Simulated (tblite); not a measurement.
Compound: C6H3NS (charge +1 and doublet state).
Atom-mapped SMILES: `[H]/[N:8]=[CH:7]\[C:6]#[C:5][C:3]([C:2]=[CH+:1])=[S:4]` (hydrogens: H9 on C1; H10 on C7; H11 on N8)
Bond orders are those of one Lewis drawing.

Computed with GFN2-xTB (tblite), gas phase: L-BFGS steps from a force-field or distance-geometry start until the largest atomic force falls under 0.01 eV/Å.

Step 54: E = -540.6051 eV
```
atom  x, y, z in Å  |  force x, y, z in eV/Å
C1      3.1079   -0.1347   -0.9234    0.001  -0.009  -0.068
C2      2.2947   -0.0259   -0.0396    0.003   0.008   0.013
C3      1.3775    0.0867    1.0098    0.002   0.035   0.009
S4      1.8388    0.1343    2.5907    0.012   0.009   0.040
C5      0.0157    0.1291    0.6635    0.025  -0.083  -0.001
C6     -1.1536    0.1048    0.3516   -0.061  -0.009  -0.009
C7     -2.5300    0.0399   -0.0027    0.000   0.014  -0.020
N8     -3.0329   -0.5504   -0.9745    0.029   0.007   0.031
H9      3.7972   -0.2363   -1.7149    0.012   0.015   0.026
H10    -3.1965    0.5638    0.6873    0.016  -0.005  -0.044
H11    -2.5134   -1.0686   -1.6739   -0.039   0.020   0.023
```

Step 55: E = -540.6055 eV
```
atom  x, y, z in Å  |  force x, y, z in eV/Å
C1      3.1050   -0.1350   -0.9261   -0.028   0.000  -0.014
C2      2.2907   -0.0246   -0.0433    0.012   0.012   0.026
C3      1.3767    0.0885    1.0098    0.015   0.011  -0.002
S4      1.8436    0.1343    2.5893    0.009   0.014   0.027
C5      0.0140    0.1263    0.6677   -0.036  -0.074  -0.022
C6     -1.1557    0.1011    0.3549    0.030   0.003   0.015
C7     -2.5304    0.0404   -0.0029    0.010   0.014   0.001
N8     -3.0310   -0.5485   -0.9761   -0.005  -0.009   0.001
H9      3.7999   -0.2367   -1.7114    0.026   0.009  -0.012
H10    -3.1970    0.5653    0.6847   -0.003   0.010  -0.028
H11    -2.5104   -1.0685   -1.6727   -0.031   0.010   0.008
```

Step 56: E = -540.6058 eV
```
atom  x, y, z in Å  |  force x, y, z in eV/Å
C1      3.1056   -0.1354   -0.9268   -0.014   0.004  -0.013
C2      2.2912   -0.0242   -0.0444   -0.006   0.019   0.054
C3      1.3768    0.0896    1.0089    0.018  -0.009  -0.002
S4      1.8443    0.1337    2.5892   -0.001   0.017  -0.002
C5      0.0140    0.1244    0.6662   -0.034  -0.060  -0.016
C6     -1.1560    0.1019    0.3540    0.048  -0.001   0.015
C7     -2.5306    0.0411   -0.0031   -0.003  -0.006  -0.014
N8     -3.0333   -0.5489   -0.9748    0.000   0.004   0.017
H9      3.8052   -0.2355   -1.7079    0.023   0.005  -0.022
H10    -3.1967    0.5652    0.6853   -0.007   0.018  -0.024
H11    -2.5151   -1.0693   -1.6727   -0.025   0.008   0.007
```

**Question.** Estimate the geometry and energy of step 57. (The exact step hangs on the optimiser's Hessian estimate; all steps are aligned on step 56, rigid shifts and turns removed.)

**Answer.** E = -540.6062 eV, largest force 0.060 eV/Å
```
atom  x, y, z in Å  |  force x, y, z in eV/Å
C1      3.1101   -0.1353   -0.9257   -0.018   0.013   0.000
C2      2.2934   -0.0223   -0.0454    0.002   0.020   0.053
C3      1.3773    0.0909    1.0065    0.012  -0.033   0.002
S4      1.8429    0.1327    2.5881   -0.009   0.022  -0.025
C5      0.0145    0.1202    0.6616   -0.025  -0.039  -0.004
C6     -1.1563    0.1025    0.3520    0.058  -0.009   0.012
C7     -2.5313    0.0420   -0.0029   -0.008  -0.022  -0.020
N8     -3.0380   -0.5491   -0.9717   -0.005   0.011   0.018
H9      3.8139   -0.2338   -1.7031    0.019   0.002  -0.025
H10    -3.1958    0.5655    0.6868   -0.012   0.030  -0.014
H11    -2.5252   -1.0708   -1.6722   -0.015   0.005   0.004
```

The energy changes by -0.0004 eV. The first-order estimate −F·Δx gives -0.0005 eV and the mean of the old and new forces, exact on a quadratic surface, -0.0004 eV. The step makes an angle of 77° with the force vector and moves no atom by more than 0.010 Å.

The cost below is that of the whole relaxation. Hardware: Arm Neoverse V2, one thread, on a shared host. Cost: 0.68 s wall.
